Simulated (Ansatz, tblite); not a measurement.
Isomers of Rb$_{3}$F$_{3}$ (singlet), found by a short tight-binding search and relaxed with PBE0-D4/def2-SVP in Ansatz.

In the def2 sets Rb takes a core potential; there is no spin–orbit coupling. The xTB rows come from tblite. HSE06 is defined as in plane-wave codes, on full-range PBE exchange. Correlated methods freeze 3 core orbitals; core or outer-core shells of Rb are correlated, in sets that lack core-valence functions.

Other spin states weren't relaxed.

A:

```xyz
6

Rb    2.2428   -0.9290   -1.4675
Rb   -0.7187   -1.0314    0.9584
Rb   -1.1407    2.5901   -0.2347
F    -2.0927    1.0892    1.4337
F     1.3250   -2.4143    0.2346
F     0.3843    0.6954   -0.9245
```

B:

```csv
atom,x (Å),y (Å),z (Å)
Rb1,0.336,2.516,0.611
Rb2,-2.013,-0.722,-1.496
Rb3,1.677,-1.793,0.885
F4,-1.496,1.604,-0.795
F5,-0.311,-2.252,-0.531
F6,1.808,0.648,1.326
```

Estimate which lies lowest at each level, and how far above it the others are (eV).


```
              level     A     B
           GFN1-xTB  0.02  0.00
           GFN2-xTB  0.23  0.00
        HF/def2-SVP  0.00  0.04
   PBE-D4/def2-TZVP  0.03  0.00
r2SCAN-D4/def2-TZVP  0.00  0.01
   B97M-V/def2-TZVP  0.00  0.01
  PBE0-D4/def2-TZVP  0.03  0.00
 HSE06-D4/def2-TZVP  0.03  0.00
       MP2/def2-SVP  0.00  0.12
      CCSD/def2-SVP  0.00  0.11
   CCSD(T)/def2-SVP  0.00  0.11
```
Point groups (tolerance 0.1 Å): A Cs, B D3h. Lower isomers may exist.
